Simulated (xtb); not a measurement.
TaF4Br, SMILES [F][Ta]([F])([F])([Br])[F], multiplicity 1. All values are semi-empirical tight-binding results from xtb (GFN2-xTB unless named), good for trends rather than for accurate numbers. Coordinates come from a GFN2-xTB optimisation. The spin state was assumed, not searched. The structure was generated by enumeration; whether it is a known compound was not checked.

For metal compounds this method's bond lengths and energies can be far off.

```json
{
 "point_group_as_xtb_finds_it": "C2v",
 "orbital_gap": "4.71 eV",
 "zero_point_energy": "4.7 kcal/mol",
 "G − E(el) at 298.15 K (modified RRHO)": "-17.3 kcal/mol"
}
```
